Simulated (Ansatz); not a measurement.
Frontier orbitals of CH5BN2 (`B1NCN1`).

| atom | x (Å) | y (Å) | z (Å) |
| --- | --- | --- | --- |
| B1 | 0.1014 | -0.1547 | -1.1272 |
| N2 | -0.9848 | -0.2797 | -0.2057 |
| C3 | -0.0778 | 0.1187 | 0.8646 |
| N4 | 1.0120 | 0.2382 | -0.0972 |
| H5 | 0.2071 | -0.3161 | -2.3028 |
| H6 | -1.7532 | -0.9139 | -0.0882 |
| H7 | -0.3572 | 1.0609 | 1.3510 |
| H8 | 0.0894 | -0.6522 | 1.6263 |
| H9 | 1.7632 | 0.8989 | -0.0207 |

The species carries charge 0 and has multiplicity 1. The geometry is a stationary point of PBE0-D4/def2-TZVP. Basis def2-TZVPP, Ansatz 0.2.0.

A caution on the coupled-cluster cation, which keeps the state that its UHF reference found: large T1 diagnostic of the cation.

| functional | HOMO (eV) | LUMO (eV) | gap (eV) |
| --- | --- | --- | --- |
| PBE | -5.62 | 0.13 | 5.75 |
| BLYP | -5.48 | 0.22 | 5.70 |
| PBE0 | -7.00 | 1.02 | 8.02 |
| r2SCANh | -6.41 | 0.83 | 7.24 |
| LC-ωPBE | -9.81 | 3.10 | 12.91 |
| ωB97M-V | -9.36 | 2.55 | 11.91 |

Q: What is the vertical ionisation energy at frozen-core CCSD(T)/CBS(def2)? (An estimate is asked.)

A: The calculation gave: 9.53 eV (T1 of the cation 0.063).

From PBE to PBE0 the HOMO moves by −1.38 eV and the LUMO by +0.89 eV, and with ωB97M-V by −3.74 and +2.41 eV, so the gap grows from 5.76 to 11.91 eV with exact exchange. A positive LUMO is unbound and depends on the basis. −ε(HOMO) differs from that ionisation energy by −3.91 eV with PBE and −0.17 eV with ωB97M-V.

LC-ωPBE has ω = 0.4 bohr⁻¹.
